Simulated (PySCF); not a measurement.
**Correlation energy of Bi⁺ (bismuth, charge +1)**

[Xe] 4f14 5d10 6s2 6p2, high-spin 3P determinant. All numbers are calculated (PySCF 2.14, scalar relativity by spin-free X2C-1e, in aug-cc-pVTZ-DK3 (9s8p6d3f, 84 functions)). Frozen: [Xe] 4f14 5d10; 4 electrons correlated.

```
  level  correlation energy (mhartree)
   CCSD                         -47.89
    (T)                          -0.93
CCSD(T)                         -48.82
```

Diagnostics: T1 = 0.0059, D1 = 0.0148, largest double amplitude 0.070.

Spin-orbit coupling is strong in this species (close to jj coupling), so the high-spin LS determinant is a model state, not a physical level.

Cost of the coupled-cluster step: roughly 1.4 core-seconds, for 4 correlated electrons.

Spin-orbit coupling is strong in this species, so the high-spin LS determinant is a model state.
